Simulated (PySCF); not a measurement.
Bonds (- single, = double, # triple, : aromatic): Si1-N2, N2=P3, P3-C4, C4=C5, C5-C6, C6-C7, C7=C8, C6-C9, C9=C10, C8-P3, C10-P3. Si1 carries H11, H12, H13; C4 carries H14; C5 carries H15; C6 carries H16; C7 carries H17; C8 carries H18; C9 carries H19; C10 carries H20.

PySCF 2.14 calculation with shieldings: GIAO KT3/pcSseg-1 and PBE0-D3(BJ)/def2-SVP structure; no relativistic terms, equivalent nuclei averaged, one computed conformer, no solvent.

δ = σ(ref) − σ, references computed at the same level: TMS for ¹³C (σref 182.31), ¹H (σref 31.32), ²⁹Si (σref 365.51); ¹⁵N (σref 262.01) against NH3; H3PO4 for ³¹P (σref 332.35).

```tsv
atoms	nucleus	count	δ (ppm)
C6	¹³C	1	51.3
H16	¹H	1	4.26
C4/C8/C10	¹³C	3	132.3
H15/H17/H19	¹H	3	7.22
H14/H18/H20	¹H	3	6.77
Si1	²⁹Si	1	-71.5
H11/H12/H13	¹H	3	?
C5/C7/C9	¹³C	3	?
P3	³¹P	1	-40.7
N2	¹⁵N	1	?
```

**Question.** Estimate the values marked ?.

**Answer.** 
- C5/C7/C9: 145.2 ppm, alkene CH; an sp2 carbon of a C=C bond
- H11/H12/H13: 4.97 ppm, hydrogen on a silicon bonded to N
- N2: 8.1 ppm, nitrogen bonded to P, Si

Shifts are as computed, not scaled to solution data. Of 1211 compounds with measured shifts, 218 miss one by over three times the rms of a fit or turn the order of signals round; such compounds aren't used in these exercises. Experimental scales use liquid or dissolved standards, which lie at an offset from isolated NH3 (liquid NH3: subtract about 20 ppm) and H3PO4.
